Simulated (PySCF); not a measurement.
Species: [RuF6]4- (charge -4 and singlet state).
Bonds: Ru1–F2, Ru1–F3, Ru1–F4, Ru1–F5, Ru1–F6, Ru1–F7.

Computed with PySCF 2.14.0, PBE0-D3(BJ)/def2-SVP geometry optimisation, gas phase, def2 core potentials past Kr.

**Question.** How far are the bound atoms from Ru1?

**Answer.** 6 atoms: F4 2.247 Å, F7 2.248 Å, F5 2.248 Å, F3 2.248 Å, F2 2.248 Å, F6 2.248 Å.

**Question.** List the angles at Ru1.

**Answer.** 
| angle | degrees | distance of the outer atoms (Å) |
| --- | --- | --- |
| F6–Ru1–F7 | 180.0 | 4.50 |
| F4–Ru1–F5 | 180.0 | 4.49 |
| F2–Ru1–F3 | 180.0 | 4.50 |
| F5–Ru1–F6 | 90.0 | 3.18 |
| F3–Ru1–F6 | 90.0 | 3.18 |
| F3–Ru1–F5 | 90.0 | 3.18 |
| F2–Ru1–F6 | 90.0 | 3.18 |
| F2–Ru1–F5 | 90.0 | 3.18 |
| F4–Ru1–F6 | 90.0 | 3.18 |
| F2–Ru1–F7 | 90.0 | 3.18 |
| F5–Ru1–F7 | 90.0 | 3.18 |
| F2–Ru1–F4 | 90.0 | 3.18 |
| F3–Ru1–F4 | 90.0 | 3.18 |
| F4–Ru1–F7 | 90.0 | 3.18 |
| F3–Ru1–F7 | 90.0 | 3.18 |

**Question.** What is the shape at Ru1?

**Answer.** Octahedral: the three widest angles are 180.0°, 180.0° and 180.0°, the others run from 90.0° to 90.0°.

**Question.** What are the rotational constants (commonest isotopes, rigid rotor)?

**Answer.** A = 1316, B = 1316, C = 1316 MHz: a spherical top.

Point group: Oh (tolerance 0.08 Å). Charge -4, singlet. Whether so highly charged an anion holds all its electrons in the gas phase wasn't checked; a finite basis holds them in any case. No counter-ion or solvent screens the charge of this multiply charged ion. The geometry's basis has no diffuse functions, a weakness for an anion. Whether it is a minimum is left open (no frequencies).

Time: 20 s wall. Hardware: one thread, Arm Neoverse V1, on a shared host. This is the geometry optimisation.
